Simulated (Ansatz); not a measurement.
The cluster ScSi₄⁻. Total charge -1; singlet. Geometry r2SCAN-D4/def2-SVPD, basis def2-TZVPD, Ansatz.

```xyz
5

Sc   -0.455   -1.015    0.521
Si    1.878   -0.629    1.693
Si   -0.484    1.035   -1.132
Si   -2.279   -0.265   -1.233
Si    1.341    0.874    0.152
```

```json
{"run": "A", "HOMO (eV)": "-0.47", "LUMO (eV)": "0.62"}
{"run": "B", "HOMO (eV)": "-0.83", "LUMO (eV)": "0.90"}
{"run": "C", "HOMO (eV)": "-2.53", "LUMO (eV)": "2.26"}
{"run": "D", "HOMO (eV)": "-0.18", "LUMO (eV)": "0.44"}
```

No other spin state of charge -1 was run. Another isomer (singlet) lies 0.41 eV lower at PBE0-D4/def2-TZVPD; other spin states weren't run for this one.

Problem. The runs used PBE0, r2SCAN, r2SCANh, ωB97M-V. Estimate which is which.

Solution. A r2SCANh (10 % exact exchange); B PBE0 (25 % exact exchange); C ωB97M-V (range-separated); D r2SCAN (0 % exact exchange). Exact exchange lowers occupied and raises empty levels; among semilocal functionals meta-GGAs tend to open the gap a little, and such runs are hard to tell apart. The gap grows from 0.62 eV (r2SCAN) to 4.79 eV (ωB97M-V). The restricted singlet is unstable towards broken spin symmetry in Hartree–Fock (as tested in another run); at r2SCANh-D4/def2-TZVPD, PBE0-D4/def2-TZVPD, ωB97M-V/def2-TZVPD, r2SCAN-D4/def2-TZVPD this wasn't settled.
